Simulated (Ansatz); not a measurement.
NbF₂, SMILES [Nb]([F])[F] (connectivity only; charge and spin as stated), neutral, multiplicity 4. Atoms are numbered in the order given.

```xyz
3

Nb     0.0000     0.0000     0.0000
F      0.0000     0.0000    -1.8803
F      0.0000     0.0000     1.8803
```
Charge 0, spin multiplicity 4.

Coordinates come from a r2SCAN-D4/def2-TZVP optimisation. The multiplicity is an assumed one; other spin states were not compared. The def2 effective core potentials stand for the cores of Nb; spin–orbit coupling is left out.

Two levels are set side by side: PBE-D3(BJ)/def2-TZVP (Ansatz, a quantum-chemistry and plane-wave program) and r2SCAN-D4/def2-TZVP (Ansatz). Each level has its own optimised geometry; the coordinates shown are those of the second. Differences are taken from unrounded values.

```
quantity              r2SCAN-D4  PBE-D3(BJ)  PBE-D3(BJ) minus r2SCAN-D4
--------------------  ---------  ----------  --------------------------
mean bond length (Å)      1.880       1.886                       0.005
bond Nb1–F2 (Å)           1.880       1.886                       0.005
bond Nb1–F3 (Å)           1.880       1.886                       0.005
```

Here PBE gives about what the other level gives.
